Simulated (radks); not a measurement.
Values are calculated unless marked as measured or tabulated.
Task: The mean radii <r> (bohr) of the occupied orbitals of an atom or ion are listed with their occupations. Code: a radial shooting solver on a logarithmic mesh with Libxc functionals. Model: Dirac Kohn-Sham, PBE, spin-unpolarised, spherical densities, point nucleus.

| orbital | occ. | <r> |
|---|---|---|
| 1s1/2 | 2 | 0.02318 |
| 2s1/2 | 2 | 0.09846 |
| 2p1/2 | 2 | 0.08246 |
| 2p3/2 | 4 | 0.08898 |
| 3s1/2 | 2 | 0.2600 |
| 3p1/2 | 2 | 0.2497 |
| 3p3/2 | 4 | 0.2622 |
| 3d3/2 | 4 | 0.2338 |
| 3d5/2 | 6 | 0.2377 |
| 4s1/2 | 2 | 0.5810 |
| 4p1/2 | 2 | 0.5923 |
| 4p3/2 | 4 | 0.6174 |
| 4d3/2 | 4 | 0.6440 |
| 4d5/2 | 6 | 0.6519 |
| 5s1/2 | 2 | 1.178 |
| 7s1/2 | 1 | 3.135 |

Name the element and its charge. Open shells, if any, fill j = l - 1/2 first.

Result: Z = 61, promethium, charge +12: Pm12+ in [Kr] 4d10 5s2 7s1. The 1s radius gives Z: for a bare nucleus <r> = (2 gamma + 1)/(2Z) with gamma = sqrt(1 - (Z/c)^2), 0.02288 bohr for Z = 61, and screening makes it slightly larger (0.02318 here). The occupations add up to 49, and the charge is Z minus that.
